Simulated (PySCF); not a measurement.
PySCF input file for C4H5NSi, SMILES N#CC1=CC[SiH2]1, PBE0/pcSseg-1. Coordinates come from a ωB97X-D3(BJ)/def2-SVP optimisation. This is a generated structure with no PubChem entry under its InChIKey; it may be hypothetical.

```python
import numpy as np
from pyscf import gto, scf, dft
from pyscf.prop.nmr import rks as nmr

mol = gto.M(
    atom='''
    N    -0.14933926   -3.02190946    0.00000000
    C    -0.01388247   -1.87102198   -0.00000000
    C     0.11217799   -0.44680074   -0.00000000
    C     1.24746415    0.29236580    0.00000000
    C     0.84826806    1.76141474    0.00000000
    Si   -0.94595012    1.10604809    0.00000000
    H     2.27741834   -0.09048170    0.00000000
    H     1.18827891    2.31045953   -0.89308840
    H     1.18827891    2.31045953    0.89308841
    H    -1.76473296    1.36125442   -1.21687354
    H    -1.76473297    1.36125441    1.21687353
    ''',
    basis='pcSseg-1',
    charge=0,
    spin=0,
    max_memory=1600,
    verbose=3,
)
mf = dft.RKS(mol, xc='pbe0')
mf.grids.level = 3
mf.conv_tol = 1e-10
mf.max_cycle = 100
mf.kernel()
n = nmr.NMR(mf)
n.verbose = 2
n.max_cycle_cphf = 60
sigma = n.kernel()
print('atom   isotropic/ppm   span/ppm')
for i, s in enumerate(sigma):
    w = np.linalg.eigvalsh((s + s.T) / 2)
    print(f'{mol.atom_symbol(i):2s}{i + 1:3d} {w.mean():14.3f} {w[2] - w[0]:11.3f}')
```

It prints:

```
converged SCF energy = -499.211549561408
atom   isotropic/ppm   span/ppm
N   1        -57.675     422.540
C   2         64.990     348.022
C   3         58.088     201.822
C   4          6.329     258.336
C   5        167.100      39.156
Si  6        374.938      91.322
H   7         23.728       3.954
H   8         29.354       9.206
H   9         29.354       9.206
H  10         26.067       6.703
H  11         26.067       6.703
```

The calculation finished and met its thresholds.

Cost: roughly 23 core-seconds.
